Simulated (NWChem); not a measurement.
System: C$_{3}$H$_{9}$Ga; SMILES [CH3][Ga]([CH3])[CH3]

Output (shortened):

```
             Northwest Computational Chemistry Package (NWChem) 7.3.0
             --------------------------------------------------------

 C1  symmetry detected

                             Geometry "geometry" -> ""
                             -------------------------

 Output coordinates in angstroms (scale by  1.889725989 to convert to a.u.)

  No.       Tag          Charge          X              Y              Z
 ---- ---------------- ---------- -------------- -------------- --------------
    1 Ga                  31.0000    -0.00007119     0.00005233    -0.00045603
    2 C                    6.0000     1.94123716    -0.37262803    -0.00012110
    3 H                    1.0000     2.40692096     0.04461236     0.90874252
    4 H                    1.0000     2.42839034     0.12466031    -0.85544113
    5 H                    1.0000     2.17665666    -1.44618084    -0.04393183
    6 C                    6.0000    -0.64789794     1.86762965     0.00072980
    7 H                    1.0000    -1.31069039     2.04364876     0.86443625
    8 H                    1.0000    -1.25411565     2.05939248    -0.90072424
    9 H                    1.0000     0.16461946     2.60835750     0.03178964
   10 C                    6.0000    -1.29314586    -1.49511317     0.00017456
   11 H                    1.0000    -2.34131759    -1.16204822    -0.01453080
   12 H                    1.0000    -1.14454872    -2.12636347     0.89247645
   13 H                    1.0000    -1.12486850    -2.14703178    -0.87337953

 Effective nuclear repulsion energy (a.u.)     269.8322793145

                                 NWChem DFT Module
                                 -----------------

 Summary of "ao basis" -> "ao basis" (spherical)
 ------------------------------------------------------------------------------
       Tag                 Description            Shells   Functions and Types
 ---------------- ------------------------------  ------  ---------------------
 Ga                          sto-3g                  8       18   4s3p1d
 C                           sto-3g                  3        5   2s1p
 H                           sto-3g                  1        1   1s

            General Information
            -------------------
          SCF calculation type: DFT
          Wavefunction type:  closed shell.
          No. of atoms     :    13
          No. of electrons :    58
           Alpha electrons :    29
            Beta electrons :    29
          Charge           :     0
          Spin multiplicity:     1
          Use of symmetry is: off; symmetry adaption is: off
          Maximum number of iterations: 150
          AO basis - number of functions:    42
                     number of shells:    26
          Convergence on energy requested:  1.00D-06
          Convergence on density requested:  1.00D-05
          Convergence on gradient requested:  5.00D-04

              XC Information
              --------------
                     Hartree-Fock (Exact) Exchange  1.000
                   CAM-Becke88 Exchange Functional  1.000
                      VWN V Correlation Functional  0.190 local
              Lee-Yang-Parr Correlation Functional  0.810

           Range-Separation Parameters
           ---------------------------
           Alpha           :  0.19
           Beta            :  0.46
           Gamma           :  0.33
           Short-Range HF  :     F

             Grid Information
             ----------------
          Grid used for XC integration:  medium
          Radial quadrature: Mura-Knowles
          Angular quadrature: Lebedev.
          Tag              B.-S. Rad. Rad. Pts. Rad. Cut. Ang. Pts.
          ---              ---------- --------- --------- ---------
          Ga                  1.30      112           8.0       590
          C                   0.70       49          11.0       434
          H                   0.35       45          12.0       434
          Grid pruning is: on
          Number of quadrature shells:   664
          Spatial weights used:  Erf1

      Superposition of Atomic Density Guess
      -------------------------------------

 Sum of atomic energies:       -2016.46912165

      Non-variational initial energy
      ------------------------------

 Total energy =   -2017.033395
 1-e energy   =   -3372.555774
 2-e energy   =    1085.690100
 HOMO         =      -0.021363
 LUMO         =       0.196252

     ---------------------------------------------
      Total Density - Mulliken Population Analysis
     ---------------------------------------------

    Atom       Charge   Shell Charges
 -----------   ------   -------------------------------------------------------
    1 Ga  31    30.33   2.00  2.00  6.00  2.00  5.93  1.25  1.30  9.85
    2 C    6     6.39   1.99  1.37  3.03
    3 H    1     0.94   0.94
    4 H    1     0.94   0.94
    5 H    1     0.95   0.95
    6 C    6     6.39   1.99  1.37  3.03
    7 H    1     0.94   0.94
    8 H    1     0.94   0.94
    9 H    1     0.95   0.95
   10 C    6     6.39   1.99  1.37  3.03
   11 H    1     0.95   0.95
   12 H    1     0.94   0.94
   13 H    1     0.94   0.94

   convergence    iter        energy       DeltaE   RMS-Dens  Diis-err
 ---------------- ----- ----------------- --------- --------- ---------
 d= 0,ls=0.0,diis     1  -2020.3991138561 -2.29D+03  1.11D-01  3.04D-01
 d= 0,ls=0.5,diis     2  -2016.9567266233  3.44D+00  2.11D-02  3.03D+01
 d= 0,ls=0.5,diis     3  -2017.9989716062 -1.04D+00  2.34D-02  1.76D+01
 d= 0,ls=0.5,diis     4  -2018.8504388591 -8.51D-01  2.59D-02  8.12D+00
 d= 0,ls=0.5,diis     5  -2019.4667496612 -6.16D-01  1.61D-02  2.34D+00
 d= 0,ls=0.5,diis     6  -2019.6942181879 -2.27D-01  9.33D-03  7.62D-01
 d= 0,ls=0.5,diis     7  -2019.7972160470 -1.03D-01  7.41D-03  4.07D-01
 d= 0,ls=0.5,diis     8  -2019.8665846402 -6.94D-02  1.92D-02  4.23D-01
 d= 0,ls=0.5,diis     9  -2020.0666801834 -2.00D-01  4.35D-02  4.80D-01
 d= 0,ls=0.5,diis    10  -2020.3494131405 -2.83D-01  1.97D-02  5.28D-01
  Resetting Diis
 d= 0,ls=0.5,diis    11  -2020.3001468027  4.93D-02  1.15D-02  7.53D-01
 d= 0,ls=0.5,diis    12  -2020.2651355684  3.50D-02  4.16D-02  7.78D-01
 d= 0,ls=0.5,diis    13  -2020.4936167864 -2.28D-01  3.59D-03  1.03D-01
 d= 0,ls=0.5,diis    14  -2020.4984758396 -4.86D-03  2.16D-03  4.52D-02
 d= 0,ls=0.5,diis    15  -2020.5032531534 -4.78D-03  2.12D-03  1.39D-02
 d= 0,ls=0.5,diis    16  -2020.5057599186 -2.51D-03  1.07D-03  1.86D-03
 d= 0,ls=0.5,diis    17  -2020.5063302124 -5.70D-04  7.83D-04  3.76D-04
 d= 0,ls=0.5,diis    18  -2020.5065489060 -2.19D-04  9.41D-04  1.84D-04
 d= 0,ls=0.5,diis    19  -2020.5067036713 -1.55D-04  8.71D-04  1.84D-04
 d= 0,ls=0.5,diis    20  -2020.5068197780 -1.16D-04  9.17D-04  1.86D-04
 d= 0,ls=0.5,diis    21  -2020.5069347394 -1.15D-04  9.40D-04  9.94D-05
 d= 0,ls=0.5,diis    22  -2020.5070059976 -7.13D-05  6.55D-04  1.20D-04
 d= 0,ls=0.5,diis    23  -2020.5070410908 -3.51D-05  4.84D-04  1.40D-04
 d= 0,ls=0.5,diis    24  -2020.5070666451 -2.56D-05  3.78D-04  1.18D-04
 d= 0,ls=0.5,diis    25  -2020.5070850530 -1.84D-05  2.83D-04  8.73D-05
 d= 0,ls=0.5,diis    26  -2020.5070984487 -1.34D-05  2.24D-04  5.39D-05
 d= 0,ls=0.5,diis    27  -2020.5071064983 -8.05D-06  1.77D-04  3.52D-05
 d= 0,ls=0.5,diis    28  -2020.5071117620 -5.26D-06  1.27D-04  2.27D-05
 d= 0,ls=0.5,diis    29  -2020.5071153484 -3.59D-06  8.86D-05  1.32D-05
 d= 0,ls=0.5,diis    30  -2020.5071175466 -2.20D-06  5.65D-05  7.53D-06
 d= 0,ls=0.5,diis    31  -2020.5071188281 -1.28D-06  3.98D-05  3.80D-06
 d= 0,ls=0.5,diis    32  -2020.5071191707 -3.43D-07  4.26D-05  2.59D-06
 d= 0,ls=0.5,diis    33  -2020.5071190336  1.37D-07  3.73D-05  1.64D-06
 d= 0,ls=0.5,diis    34  -2020.5071188130  2.21D-07  8.66D-05  1.24D-06
 d= 0,ls=0.5,diis    35  -2020.5071178754  9.38D-07  6.04D-05  8.21D-07
 d= 0,ls=0.5,diis    36  -2020.5071172741  6.01D-07  6.24D-05  6.69D-07
 d= 0,ls=0.5,diis    37  -2020.5071166522  6.22D-07  1.09D-04  5.13D-07
 d= 0,ls=0.5,diis    38  -2020.5071155759  1.08D-06  7.87D-05  4.19D-07
 d= 0,ls=0.5,diis    39  -2020.5071148187  7.57D-07  6.62D-05  3.73D-07
 d= 0,ls=0.5,diis    40  -2020.5071142128  6.06D-07  6.31D-05  3.32D-07
 d= 0,ls=0.5,diis    41  -2020.5071136653  5.48D-07  7.06D-05  3.05D-07
 d= 0,ls=0.5,diis    42  -2020.5071131630  5.02D-07  6.20D-05  2.48D-07
 d= 0,ls=0.5,diis    43  -2020.5071127844  3.79D-07  4.50D-05  2.33D-07
 d= 0,ls=0.5,diis    44  -2020.5071125317  2.53D-07  4.27D-05  2.16D-07
 d= 0,ls=0.5,diis    45  -2020.5071124072  1.24D-07  4.58D-05  2.02D-07
 d= 0,ls=0.5,diis    46  -2020.5071123419  6.54D-08  4.82D-05  1.97D-07
 d= 0,ls=0.5,diis    47  -2020.5071123878 -4.60D-08  4.41D-05  1.78D-07
 d= 0,ls=0.5,diis    48  -2020.5071124806 -9.28D-08  5.33D-05  1.41D-07
 d= 0,ls=0.5,diis    49  -2020.5071126032 -1.23D-07  4.51D-05  1.22D-07
 d= 0,ls=0.5,diis    50  -2020.5071127297 -1.26D-07  5.49D-05  1.08D-07
 d= 0,ls=0.5,diis    51  -2020.5071128946 -1.65D-07  3.49D-05  9.99D-08
 d= 0,ls=0.5,diis    52  -2020.5071130190 -1.24D-07  2.20D-05  9.27D-08
 d= 0,ls=0.5,diis    53  -2020.5071130994 -8.04D-08  1.86D-05  9.19D-08
 d= 0,ls=0.5,diis    54  -2020.5071131726 -7.32D-08  1.55D-05  8.79D-08
 d= 0,ls=0.5,diis    55  -2020.5071132170 -4.45D-08  1.45D-05  8.73D-08
 d= 0,ls=0.5,diis    56  -2020.5071132327 -1.56D-08  1.16D-05  9.01D-08
 d= 0,ls=0.5,diis    57  -2020.5071132406 -7.89D-09  1.87D-05  8.55D-08
 d= 0,ls=0.5,diis    58  -2020.5071132456 -5.05D-09  1.91D-05  7.40D-08
 d= 0,ls=0.5,diis    59  -2020.5071132206  2.51D-08  3.06D-05  7.01D-08
 d= 0,ls=0.5,diis    60  -2020.5071131848  3.57D-08  3.63D-05  6.37D-08
 d= 0,ls=0.5,diis    61  -2020.5071131352  4.96D-08  3.81D-05  5.62D-08
 d= 0,ls=0.5,diis    62  -2020.5071130890  4.62D-08  3.27D-05  5.08D-08
 d= 0,ls=0.5,diis    63  -2020.5071130552  3.38D-08  2.65D-05  4.68D-08
 d= 0,ls=0.5,diis    64  -2020.5071130635 -8.30D-09  2.21D-05  4.47D-08
 d= 0,ls=0.5,diis    65  -2020.5071130778 -1.43D-08  2.06D-05  4.35D-08
 d= 0,ls=0.5,diis    66  -2020.5071131012 -2.34D-08  1.47D-05  4.35D-08
 d= 0,ls=0.5,diis    67  -2020.5071130977  3.50D-09  9.09D-06  4.32D-08

         Total DFT energy =    -2020.507113101010
      One electron energy =    -3357.940668486056
           Coulomb energy =     1162.604883276938
    Exchange-Corr. energy =      -95.003607206388
 Nuclear repulsion energy =      269.832279314497

 Numeric. integr. density =       58.000022495520

                       DFT Final Molecular Orbital Analysis
                       ------------------------------------

 Vector   27  Occ=2.000000D+00  E=-1.239597D-01
              MO Center= -2.2D-02, -7.7D-04, -1.1D-03, r^2= 4.0D-01
   Bfn.  Coefficient  Atom+Function         Bfn.  Coefficient  Atom+Function
  ----- ------------  ---------------      ----- ------------  ---------------
    17      0.940581   1 Ga d  1             13      0.311494   1 Ga pz
    15      0.126979   1 Ga d -1              9     -0.085457   1 Ga pz
    41     -0.071656  12 H  s                42      0.069850  13 H  s
    33      0.066023   8 H  s                32     -0.062950   7 H  s
    31     -0.034852   6 C  pz               23     -0.030429   2 C  pz

 Vector   28  Occ=2.000000D+00  E=-1.135011D-01
              MO Center=  4.1D-02, -5.0D-03, -1.1D-03, r^2= 4.1D-01
   Bfn.  Coefficient  Atom+Function         Bfn.  Coefficient  Atom+Function
  ----- ------------  ---------------      ----- ------------  ---------------
    14      0.902275   1 Ga d -2             12      0.332998   1 Ga py
    18      0.297403   1 Ga d  2             26      0.102850   5 H  s
    11      0.091445   1 Ga px               36      0.080354  10 C  s
    28     -0.079329   6 C  s                 8     -0.075453   1 Ga py
    34     -0.067287   9 H  s                25     -0.058040   4 H  s

 Vector   29  Occ=2.000000D+00  E=-1.100880D-01
              MO Center= -4.1D-02,  7.0D-03, -4.6D-06, r^2= 4.1D-01
   Bfn.  Coefficient  Atom+Function         Bfn.  Coefficient  Atom+Function
  ----- ------------  ---------------      ----- ------------  ---------------
    18      0.887815   1 Ga d  2             11     -0.318509   1 Ga px
    14     -0.295181   1 Ga d -2             16      0.165110   1 Ga d  0
    40     -0.093425  11 H  s                12      0.087407   1 Ga py
     7      0.083155   1 Ga px               34      0.079169   9 H  s
    10      0.073811   1 Ga s                28     -0.073864   6 C  s

 Vector   30  Occ=0.000000D+00  E= 7.981696D-02
              MO Center=  2.5D-02,  6.1D-04,  7.5D-04, r^2= 2.2D+00
   Bfn.  Coefficient  Atom+Function         Bfn.  Coefficient  Atom+Function
  ----- ------------  ---------------      ----- ------------  ---------------
    13      0.972267   1 Ga pz               17     -0.303532   1 Ga d  1
     9     -0.251659   1 Ga pz               24     -0.155997   3 H  s
    25      0.147853   4 H  s                33      0.134129   8 H  s
    41     -0.130600  12 H  s                32     -0.128654   7 H  s
    42      0.127527  13 H  s                 5      0.075249   1 Ga pz

 Vector   31  Occ=0.000000D+00  E= 2.636358D-01
              MO Center=  2.2D-02, -4.6D-03,  1.3D-04, r^2= 2.7D+00
   Bfn.  Coefficient  Atom+Function         Bfn.  Coefficient  Atom+Function
  ----- ------------  ---------------      ----- ------------  ---------------
    10      1.053089   1 Ga s                20     -0.524301   2 C  s
    28     -0.506278   6 C  s                36     -0.506909  10 C  s
    21      0.469425   2 C  px               30      0.437875   6 C  py
    38     -0.356563  10 C  py               16     -0.317567   1 Ga d  0
    37     -0.299144  10 C  px               29     -0.157585   6 C  px

 Vector   32  Occ=0.000000D+00  E= 3.911463D-01
              MO Center= -2.8D-02,  4.6D-02,  3.7D-04, r^2= 3.1D+00
   Bfn.  Coefficient  Atom+Function         Bfn.  Coefficient  Atom+Function
  ----- ------------  ---------------      ----- ------------  ---------------
    11      1.071114   1 Ga px               20     -0.677314   2 C  s
    21      0.518255   2 C  px               28      0.361895   6 C  s
    34     -0.359689   9 H  s                36      0.334936  10 C  s
    37      0.312682  10 C  px               40      0.267122  11 H  s
    29      0.264537   6 C  px               12     -0.218351   1 Ga py

     ---------------------------------------------
      Total Density - Mulliken Population Analysis
     ---------------------------------------------

[...]

                         DFT ENERGY GRADIENTS

    atom               coordinates                        gradient
                 x          y          z           x          y          z
   1 Ga     -0.000135   0.000099  -0.000862   -0.003801  -0.000613  -0.000167
   2 C       3.668406  -0.704165  -0.000229    0.048911  -0.010152  -0.000049
   3 H       4.548421   0.084305   1.717274    0.002792   0.002629   0.004425
   4 H       4.588992   0.235574  -1.616549    0.002683   0.003129  -0.004090
   5 H       4.113285  -2.732886  -0.083019   -0.000107  -0.005206  -0.000166
   6 C      -1.224350   3.529308   0.001379   -0.013197   0.046348   0.000306
   7 H      -2.476846   3.861936   1.633548   -0.003958  -0.000988   0.004182
   8 H      -2.369935   3.891687  -1.702122   -0.003647  -0.000902  -0.004489
   9 H       0.311086   4.929081   0.060074    0.004420   0.002496   0.000073
  10 C      -2.443691  -2.825354   0.000330   -0.034652  -0.033774  -0.000147
  11 H      -4.424449  -2.195953  -0.027459   -0.004547   0.002397  -0.000043
  12 H      -2.162883  -4.018244   1.686536    0.002490  -0.002622   0.004320
  13 H      -2.125693  -4.057302  -1.650448    0.002615  -0.002744  -0.004156
```

Level: CAM-B3LYP/STO-3G. Coordinates come from a PBE0/def2-SVP optimisation.

Problem. Which NWChem input produces such a log?

Solution. This is not unique; one that fits is the input that was run:
```
start job
memory heap 200 mb stack 900 mb global 1100 mb
geometry units angstroms noautoz
  Ga     0.000127    -0.000292    -0.000979
  C     -0.759938     1.824501    -0.001713
  H     -1.364630     1.983371     0.907183
  H     -1.443650     1.955916    -0.856964
  H      0.005613     2.613048    -0.046240
  C     -1.200212    -1.570867     0.001558
  H     -0.981200    -2.220199     0.865657
  H     -1.025951    -2.182901    -0.899519
  H     -2.266251    -1.301759     0.032682
  C      1.960531    -0.254021    -0.000631
  H      2.260942    -1.312023    -0.014684
  H      2.405279     0.218755     0.891245
  H      2.411251     0.245366    -0.874631
end
basis spherical
  * library sto-3g
end
dft
  xc xcamb88 1.00 lyp 0.81 vwn_5 0.19 hfexch 1.00
  cam 0.33 cam_alpha 0.19 cam_beta 0.46
  iterations 150
  mulliken
end
task dft gradient
```
